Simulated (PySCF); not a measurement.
## Substituent effects on chemical shifts

Parent skeleton `[F:1][CH:2]1[CH2:3][SiH2:4][CH2:5][SiH2:6]1`; one hydrogen on atom 4 is replaced by X. Hydrogens on one atom are averaged.

[PySCF 2.14: coordinates at the GFN2-xTB level; shieldings: GIAO PBE0/pcSseg-1; single conformer; gas phase; relativity neglected]

Shifts are taken against calculated references (same method and geometry level): ¹⁹F (170.95 ppm) against CFCl3; TMS for ¹³C (186.93 ppm) and ²⁹Si (349.16 ppm) and ¹H (31.72 ppm).

Problem. Give δ (ppm) for X = CH2F, COOCH3, OH, Cl, OSiH3, OC2H5, CHF2, OCOCH3, allyl.

Solution. 
```csv
X,SMILES,F1,C2,C3,Si4,C5,Si6,H(C2),H(C3),H(Si4)
CH2F,FC[Si@@H]1C[SiH2][C@@H](F)C1,-232.7,93.7,20.6,-0.1,-18.1,-26.9,5.58,1.34,4.63
COOCH3,COC(=O)[Si@@H]1C[SiH2][C@H](F)C1,-238.6,91.9,23.2,-23.6,-14.0,-34.3,5.28,1.85,4.49
OH,O[Si@@H]1C[SiH2][C@H](F)C1,-234.4,94.1,26.8,13.2,-9.2,-31.0,5.58,0.95,5.36
Cl,F[C@@H]1C[Si@H](Cl)C[SiH2]1,-237.9,90.8,28.5,15.9,-5.1,-35.9,5.19,1.89,5.38
OSiH3,F[C@@H]1C[Si@H](O[SiH3])C[SiH2]1,-227.8,92.1,26.8,9.9,-9.7,-28.6,5.56,1.05,5.56
OC2H5,CCO[Si@@H]1C[SiH2][C@H](F)C1,-240.1,89.2,25.3,2.3,-8.8,-35.6,5.14,1.75,5.21
CHF2,FC(F)[Si@@H]1C[SiH2][C@H](F)C1,-235.2,93.1,21.2,-3.1,-17.8,-27.1,5.57,1.25,4.78
OCOCH3,CC(=O)O[Si@@H]1C[SiH2][C@H](F)C1,-238.9,89.9,25.5,7.3,-11.1,-37.3,5.16,1.84,5.36
allyl,C=CC[Si@@H]1C[SiH2][C@@H](F)C1,-233.8,94.0,20.3,0.8,-17.0,-28.2,5.51,1.13,4.88
```

Problem. Which position responds most, and to which substituents?

Solution. Si4: from -23.6 ppm with COOCH3 to 15.9 ppm with Cl.

Unscaled 19F shifts against computed CFCl3 carry errors that often reach 10 to 50 ppm.
